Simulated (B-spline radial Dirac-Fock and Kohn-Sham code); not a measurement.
Eu: eigenvalues, ΔSCF and the reference

System: neutral europium, configuration 1s2 2s2 2p6 3s2 3p6 3d10 4s2 4p6 4d10 4f7 5s2 5p6 6s2.

The density-functional columns are spherical, spin-unpolarised Dirac-Kohn-Sham results without Breit or QED terms: −ε is minus the orbital energy of the initial state and ΔSCF the difference of two total energies, and "half-occupied" is minus the orbital energy with half an electron removed (Slater transition state). The reference in the last column comes from relaxed Dirac-Fock hole states (ΔSCF) with Breit and QED corrections and a finite nucleus. All numbers are from a radial atomic solver, in eV; a selection of levels is shown. The Kohn-Sham columns are given as differences from the reference. For the 1s level of heavy atoms much of the gap between ΔSCF and the reference is the Breit and QED part, -204.8 eV here; for other levels the error of the functional can be larger.

```tsv
level	PBE −ε − DF	PBE ΔSCF − DF	PBE0 −ε − DF	LDA ΔSCF − DF	LDA half-occupied − DF	Dirac-Fock
K (1s)	-207.5	+239.9	-83.4	+192.4	+193.3	48520.8
L1 (2s)	-131.3	-52.8	-79.4	-58.9	-59.1	8061.3
L2 (2p1/2)	-97.5	+2.9	-53.3	+0.2	0.0	7621.2
L3 (2p3/2)	-105.1	-14.9	-61.3	-16.7	-17.0	6980.7
M1 (3s)	-64.6	-42.7	-39.1	-44.4	-44.7	1809.6
M2 (3p1/2)	-51.0	-27.6	-28.8	-28.3	-28.5	1620.4
M3 (3p3/2)	-50.3	-28.6	-28.9	-29.1	-29.3	1487.6
M4 (3d3/2)	-31.0	-5.0	-14.2	-4.9	-5.1	1164.4
M5 (3d5/2)	-31.7	-6.2	-15.0	-6.1	-6.3	1136.3
N1 (4s)	-29.5	-20.6	-17.5	-21.4	-21.6	375.9
N2 (4p1/2)	-22.9	-14.1	-12.7	-14.6	-14.7	301.5
N3 (4p3/2)	-23.0	-14.5	-13.0	-15.0	-15.2	272.4
N4 (4d3/2)	-11.2	-3.0	-4.5	-3.0	-3.2	148.9
N5 (4d5/2)	-11.3	-3.1	-4.7	-3.2	-3.4	143.8
N6,7 (4f)	-2.8	+3.9	-2.8	+4.2	+4.0	5.55
O1 (5s)	-8.1	-2.5	-4.6	-2.3	-2.4	52.67
O2 (5p1/2)	-3.9	+1.3	-1.7	+1.5	+1.4	30.36
O3 (5p3/2)	-3.9	+1.1	-1.8	+1.2	+1.1	26.58
P1 (6s)	-1.1	+1.3	-0.6	+1.5	+1.5	4.74
```

For the outermost level NIST gives 5.670385 eV (measured); the differences from it are PBE −ε -2.05, PBE ΔSCF +0.35, PBE0 −ε -1.52, LDA ΔSCF +0.55, LDA half-occupied +0.52, Dirac-Fock -0.93 eV.

Values without a named source are computed, but for edge energies of neutral atoms, which are taken from tables.
